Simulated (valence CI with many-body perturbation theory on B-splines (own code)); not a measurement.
**Which ion has this spectrum?**

A relativistic CI+MBPT calculation for an atom or ion with 6 electrons gives these levels (eV):

```tsv
J	Parity	E	g
0	even	0.0	
1	even	625.4	1.48
2	even	642.6	1.15
2	odd	853.9	1.53
1	odd	924.9	1.10
2	even	1284.1	1.30
0	even	1333.1	
2	odd	1457.4	1.55
3	odd	1497.0	1.31
0	odd	1543.3	
1	odd	1561.4	1.30
2	odd	1571.5	1.06
1	odd	1574.9	1.32
2	even	1814.6	1.32
```

The energies are calculated, and their last digits are not significant.

Task: Which is it?
A. Pm55+
B. Gd58+
C. Sm56+
D. Pr53+

Result: C. Sm56+, ground level (2s^2 2p1/2^2) J=0.
